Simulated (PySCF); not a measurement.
**Bonding in `C#C[C@@H]1[SiH2]SCS[C@H]1F`**

C5H7FS2Si.
Numbering: `[CH:1]#[C:2][C@@H:3]1[SiH2:4][S:5][CH2:6][S:7][C@H:8]1[F:9]` (hydrogens: H10 on C1; H11 on C3; H12, H13 on Si4; H14, H15 on C6; H16 on C8)

Structure used (GFN2-xTB), in Å, numbered top down from 1:
```
atom  x, y, z in Å
C1     2.6360    0.1664    1.2737
C2     1.8711    0.0876    0.3565
C3     0.8999    0.0118   -0.7098
Si4   -0.2588    1.5476   -0.6694
S5    -1.4832    1.4073    1.0859
C6    -2.0142   -0.3292    0.8986
S7    -0.6980   -1.5708    0.9946
C8     0.1228   -1.2963   -0.6182
F9    -0.8146   -1.3392   -1.6216
H10    3.3239    0.2271    2.0627
H11    1.4285    0.0026   -1.6701
H12    0.5357    2.7454   -0.4796
H13   -1.1112    1.5111   -1.8545
H14   -2.6797   -0.5427    1.7308
H15   -2.5388   -0.4500   -0.0464
H16    0.7730   -2.1697   -0.7447
```

Bond orders from the PBE0/pcSseg-1 density (PySCF). The structure is a single GFN2-xTB conformer in the gas phase; no vibrational or solvent corrections.

(1) Where do the orders between heavy atoms depart from those drawn in the SMILES?

(2) Give the Mayer order of every bond, beside its length.

Results:

(1) The largest departure is 0.474, at C1–C2 (drawn triple, 2.526). Drawn single, order below 0.88: C3–Si4 (0.805) and C8–F9 (0.868). Drawn double or triple, more than 0.30 short of the drawn order: C1–C2 (2.526).

(2) 
```
   bond  drawn as  length (Å)  Mayer order
  C1–C2    triple       1.197        2.526
  C2–C3    single       1.444        0.970
 C3–Si4    single       1.924        0.805
 Si4–S5    single       2.145        0.987
  S5–C6    single       1.826        0.973
  C6–S7    single       1.812        0.977
  S7–C8    single       1.830        1.037
  C8–F9    single       1.374        0.868
  C8–C3    single       1.524        0.993
 C1–H10    single       1.049        1.155
 C3–H11    single       1.096        0.900
Si4–H12    single       1.450        0.956
Si4–H13    single       1.460        0.923
 C6–H14    single       1.087        0.935
 C6–H15    single       1.088        0.907
 C8–H16    single       1.096        0.939
```

Bonds between the same two heavy elements. C–C: lowest C2–C3 (0.970, 1.444 Å), highest C1–C2 (2.526, 1.197 Å); in 1 of the 3 pairs the longer bond (by over 0.003 Å) has the higher order (by 0.02 or more). C–S: lowest S5–C6 (0.973, 1.826 Å), highest S7–C8 (1.037, 1.830 Å); in 2 of the 3 pairs the longer bond (by over 0.003 Å) has the higher order (by 0.02 or more).

Q: Sum the orders of all bonds at each heavy atom with more than one neighbour and set the sums beside the valence in the SMILES.

A: C1 3.681 (drawn 4), C2 3.496 (drawn 4), C3 3.668 (drawn 4), Si4 3.671 (drawn 4), S5 1.960 (drawn 2), C6 3.792 (drawn 4), S7 2.014 (drawn 2), C8 3.837 (drawn 4). Orders between atoms that aren't bonded are not in these sums.

Mayer orders depend on the basis set.
